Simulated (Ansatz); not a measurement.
Coupled-cluster diagnostics for the cluster Li11⁻, Ansatz.

Geometry of the singlet (B3LYP/def2-SVPD):

Cartesian coordinates in Å:
```
Li -0.246 2.403 -1.291
Li -1.048 -1.154 1.974
Li -1.023 -0.426 -1.091
Li -0.396 1.362 3.701
Li 0.816 0.777 1.072
Li -0.834 0.714 -3.810
Li 1.605 0.215 -1.929
Li 1.582 -1.161 3.225
Li 0.399 -2.187 -3.048
Li -2.044 1.461 1.093
Li 1.188 -2.004 0.104
```

Correlated methods freeze no core orbitals; core or outer-core shells of Li are correlated, in sets that lack core-valence functions. The structure comes from a short search, and lower isomers may exist.

Question: Estimate the CCSD(T) correlation energy, the shares of MP2 and (T), T1 and the reference's ⟨S²⟩ for: charge -1, singlet, own geometry in def2-TZVPD; and the rough time on 4 threads of Arm Neoverse V1 on a shared host.

Answer: 
```json
{"state": "charge -1, singlet, own geometry", "basis": "def2-TZVPD", "correlation (eV)": "-17.047", "MP2 share (%)": "84.5", "(T) share (%)": "4.4", "T1": "0.021", "⟨S²⟩ (pure)": "0.00 (0.00)", "wall time": "1.7 min", "remarks": "large T1 (0.021), restricted SCF unstable"}
```
Customary marks for T1 are 0.02 (closed shells), 0.045 (open shells) and about 0.05 (3d metals). T1 exceeds 0.02 in 1 of 1 rows and 0.045 in 0; the higher it lies, the less the single-reference result can be trusted.
